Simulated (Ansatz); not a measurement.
Start from `C#CCS` and change one atom or group to get `C#CC[SiH2]C`.

Ansatz, PBE0-D4/def2-TZVP geometries, multiplicity 1. Each molecule was computed in one conformer, which needn't be the lowest.

```csv
property,`C#CCS`
size of the dipole moment (B3LYP/def2-TZVPP) / D,1.49
HOMO energy (B3LYP/def2-TZVPP) / eV,-6.79
LUMO energy (PBE0/def2-TZVPP) / eV,0.19
HOMO–LUMO gap (B3LYP/def2-TZVPP) / eV,6.73
HOMO–LUMO gap (ωB97M-V/def2-TZVPP) / eV,11.30
HOMO energy (ωB97M-V/def2-TZVPP) / eV,-9.28
```

Problem. Give the same properties after the change, and the shifts. (An estimate is asked.)

Solution. The calculation gave: 
```csv
property,`C#CC[SiH2]C`,shift
size of the dipole moment (B3LYP/def2-TZVPP) / D,0.74,-0.75
HOMO energy (B3LYP/def2-TZVPP) / eV,-7.15,-0.36
LUMO energy (PBE0/def2-TZVPP) / eV,0.82,0.63
HOMO–LUMO gap (B3LYP/def2-TZVPP) / eV,7.72,0.99
HOMO–LUMO gap (ωB97M-V/def2-TZVPP) / eV,11.92,0.62
HOMO energy (ωB97M-V/def2-TZVPP) / eV,-9.58,-0.30
```

With PBE0 the HOMO falls by 0.34 eV and the LUMO rises by 0.63 eV, so the gap widens by about 0.97 eV. PBE moves the HOMO by -0.44 eV and ωB97M-V by -0.30 eV. Dipoles are sizes alone; their direction can turn.

B3LYP here is the variant with VWN-RPA as its local correlation; programs differ in this.
